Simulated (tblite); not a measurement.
Parent: `[CH:1]#[C:2][C@@H:3]1[SiH2:4][C@H:5]1[SiH2:6][Cl:7]` with Si4–C5–Si6–Cl7 -89°, C4H7ClSi2.

The geometries are computed with GFN2-xTB (gas phase). One conformer each, not checked by frequencies here.

```csv
coordinate of the parent,value
C1≡C2,1.200 Å
C2–C3,1.419 Å
C3–Si4,1.899 Å
Si4–C5,1.894 Å
C5–Si6,1.878 Å
Si6–Cl7,2.025 Å
C3–C5,1.552 Å
C1–C2–C3,178.1°
C2–C3–Si4,121.3°
C2–C3–C5,117.0°
Si4–C3–C5,65.7°
C3–Si4–C5,48.3°
Si4–C5–Si6,125.3°
C3–C5–Si4,66.0°
C3–C5–Si6,117.4°
C5–Si6–Cl7,108.2°
```

Question: How does the shared frame change in `[CH2:1]=[C:2]([CH3:3])[C:4]#[C:5][C@@H:6]1[SiH2:7][C@H:8]1[SiH2:9][Cl:10]` with Si7–C8–Si9–Cl10 -93°, C7H11ClSi2? Atoms pair as C1 = C4, C2 = C5, C3 = C6, Si4 = Si7, C5 = C8, Si6 = Si9, Cl7 = Cl10 (parent first).

Answer: 
```
    parent     relative  value in the relative  change
     C1≡C2        C4≡C5                1.208 Å  +0.008
     C2–C3        C5–C6                1.415 Å  -0.004
    C3–Si4       C6–Si7                1.905 Å  +0.006
    Si4–C5       Si7–C8                1.892 Å  -0.002
    C5–Si6       C8–Si9                1.878 Å   0.000
   Si6–Cl7     Si9–Cl10                2.024 Å  -0.001
     C3–C5        C6–C8                1.552 Å   0.000
  C1–C2–C3     C4–C5–C6                 176.8°    -1.3
 C2–C3–Si4    C5–C6–Si7                 120.9°    -0.4
  C2–C3–C5     C5–C6–C8                 117.2°    +0.2
 Si4–C3–C5    Si7–C6–C8                  65.5°    -0.2
 C3–Si4–C5    C6–Si7–C8                  48.2°    -0.1
Si4–C5–Si6   Si7–C8–Si9                 125.9°    +0.6
 C3–C5–Si4    C6–C8–Si7                  66.3°    +0.3
 C3–C5–Si6    C6–C8–Si9                 117.3°    -0.1
C5–Si6–Cl7  C8–Si9–Cl10                 108.1°    -0.1
```

Of the parent's bonds, C1–C2 changes most (+0.008 Å). Bonds of the relative outside the shared frame: C1=C2 1.332, C2–C3 1.502, C2–C4 1.413 Å. Point group C1 → C1.
